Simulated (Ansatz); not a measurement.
`O[BH][SbH2]` + `[OH][GaH2]` → `[GaH2][O][SbH2]` + `BO` at 400 K and 1 bar (cleavage of the Sb–B bond).

Gas-phase electronic energies from Ansatz, PBE0-D4/def2-TZVP geometries. CCSD(T)/CBS adds triple-zeta CCSD(T) − MP2 to the extrapolated MP2 energy (def2 sets, frozen cores). This one scheme is used for every species. Elements past krypton have def2 core potentials. For Ga, Sb outer-core shells are correlated without core-valence functions, which leaves a few kJ/mol of doubt a bond. Scalar relativity is left out up to krypton. Each species was taken in one conformer, which may not be the lowest.

| species | CCSD(T)/CBS energy (Eh) | H − E (kJ/mol) | S (J/(mol·K)) |
| --- | --- | --- | --- |
| `O[BH][SbH2]` | -342.41037 | 132.2 | 334.1 |
| `[OH][GaH2]` | -2000.92981 | 89.0 | 281.3 |
| `[GaH2][O][SbH2]` | -2241.53579 | 108.6 | 376.6 |
| `BO` | -101.80414 | 108.2 | 244.0 |

H − E and S are ideal-gas, rigid-rotor, harmonic terms from PBE0-D4/def2-TZVP, for one conformer and one mirror image of each species. 1 Eh = 2625.50 kJ/mol, R = 8.31446 J/(mol·K).

**Question.** By hand: ΔE, ΔH, ΔS and ΔG.

**Answer.** ΔE = (-2241.53579) + (-101.80414) − (-342.41037) − (-2000.92981) = 0.00025 Eh = 0.7 kJ/mol. Δ(H − E) = 108.6 + 108.2 − 132.2 − 89.0 = -4.4, so ΔH = -3.7 kJ/mol. ΔS = 376.6 + 244.0 − 334.1 − 281.3 = 5.2 J/(mol·K). ΔG = -3.7 − 400 × (5.2)/1000 = -5.8 kJ/mol.

**Question.** By hand: the equilibrium constant, and the temperature at which ΔG would vanish if ΔH and ΔS stayed fixed.

**Answer.** log₁₀ K = −ΔG/(RT ln 10) = 0.8. ΔH and −TΔS have one sign here, so there is no such temperature. One of them is within its doubt of zero, so this could turn.

TΔS isn't small against ΔH here. The sign of ΔG lies within the doubt. A doubt of 5 kJ/mol in ΔE shifts log₁₀ K by 0.7 here. Other conformers and mirror images would add mixing entropy, several J/(mol·K) or more a flexible species. Modes under 60 cm⁻¹, often nearly free rotors, make the harmonic entropy too high. These are equilibria of isolated gas molecules and say nothing of rates. Largest T1 diagnostic: 0.016 (customary marks: 0.02 for closed shells, 0.045 for open ones).
